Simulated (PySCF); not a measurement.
# Trend along the alkali metals: MSb molecules

PBE0 with double-zeta basis sets in PySCF, for the lowest determinant that a PBE0 search found; no spin–orbit coupling. De refers to high-spin ground-configuration atoms. A positive dipole means M(−)Sb(+).

| M | basis | state (unpaired electrons) | Re (Å) | ωe (cm⁻¹) | De (eV) | μ (D) |
| --- | --- | --- | --- | --- | --- | --- |
| Li | def2-SVP | triplet (π ↑↑) | 2.618 | 395 | 1.52 | -6.55 |
| Na | def2-SVP | triplet (π ↑↑) | 2.931 | 200 | 1.18 | -6.76 |
| K | def2-SVP | triplet (π ↑↑) | 3.341 | 141 | 1.13 | -9.16 |
| Cs | def2-SVP | triplet (π ↑↑) | 3.665 | 92.5 | 1.14 | -9.99 |

(1) The row for M = Rb is missing. Estimate Re, ωe and De as the mean of the rows for K and Cs, and compare with the calculation.

Spin–orbit coupling is left out, which matters for elements this heavy, above all for dissociation energies. States were picked by a PBE0 search and need not be the measured ground states.

Results:

(1) The means are 3.503 Å, 117 cm⁻¹ and 1.13 eV. PBE0 in def2-SVP gives RbSb as a triplet (π ↑↑) with Re = 3.489 Å, ωe = 109 cm⁻¹, De = 1.10 eV, so the estimate is off by +1.4 pm, +7 % and +0.04 eV.
